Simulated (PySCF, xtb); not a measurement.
C₄H₉O, SMILES C1[OH+]CCC1, charge +1.

GFN2-xTB (xtb) at its own geometry gives an orbital gap of 9.09 eV.

Coordinates come from a PBE-D3(BJ)/def2-SVP optimisation. The isomer is the one that the SMILES or the coordinates give; other isomers of the formula were not compared. Other conformers were not sampled.

Problem. What does HF/def2-TZVP (PySCF) give? (An estimate is asked for; the answer gives what the named calculation found.)

Solution. gap 16.36 eV (levels -18.19 and -1.82 eV).
